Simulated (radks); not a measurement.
Spherical quantum dot in the effective-mass picture: electrons in a hard-walled sphere of radius 1.51, all in effective atomic units (hartree* = m*/eps^2 hartree, bohr* = eps/m* bohr), one dielectric constant everywhere. Method: non-relativistic Kohn-Sham, LDA (Slater exchange, Perdew-Wang correlation), spin-polarised, spherical densities; computed with a radial shooting solver with Libxc functionals. Levels are named by radial order and angular momentum (1s, 1p, 1d, 2s, ...), and open shells are averaged over m.

N = 9, configuration 1s2 1p6 1d(up 1, down 0). This is the lowest configuration that the search found. Occupied and some empty levels:

level,occupation,eigenvalue (hartree*),<r> (bohr*)
1s up,1,10.325,0.8371
1s down,1,10.378,0.8354
1p up,3,12.147,0.9417
1p down,3,12.208,0.9411
1d up,1,14.705,1.009
1d down,0,14.770,1.009
2s up,0,16.883,0.7262
2s down,0,16.918,0.7269
1f up,0,17.911,1.058
1f down,0,17.977,1.058
2p up,0,21.157,0.8057
2p down,0,21.197,0.8057

Energy (hartree*): total 71.2986, kinetic 39.094, external 0, Hartree 39.452, exchange-correlation -7.2470.

Electron density:

r (bohr*),n(r) (e/bohr*^3)
0.114,0.5342
0.227,0.6473
0.340,0.8196
0.453,1.025
0.566,1.225
0.679,1.372
0.792,1.417
0.905,1.324
1.02,1.090
1.13,0.7527
1.25,0.4029
1.36,0.1337
1.47,0.008264
